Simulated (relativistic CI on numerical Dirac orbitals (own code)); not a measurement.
Nb⁴⁺ (4d) in a crystal field

Calculated by Dirac-Coulomb-Breit CI, separate exchange-only KLI orbitals for each configuration, QED by a radiative potential, valence Slater integrals scaled by 0.85, one configuration in a parametric crystal field (own radial code).

Field parameters in Wybourne normalisation: Oh B⁴₀ = 21Dq, B⁴₄ = √(5/14) B⁴₀. The field is a parameter set, without covalency.

S is read from ⟨S²⟩ = S(S + 1).

Levels (cm⁻¹, degeneracy): 0 (4), 1069 (2), 25054 (4).

Which field gives this pattern?
A. Oh, 10Dq = 13050 cm⁻¹
B. Oh, 10Dq = 24650 cm⁻¹
C. Oh, 10Dq = 30450 cm⁻¹
D. Oh, 10Dq = 42050 cm⁻¹

B. Oh, 10Dq = 24650 cm⁻¹, ground level with S = 0.50.
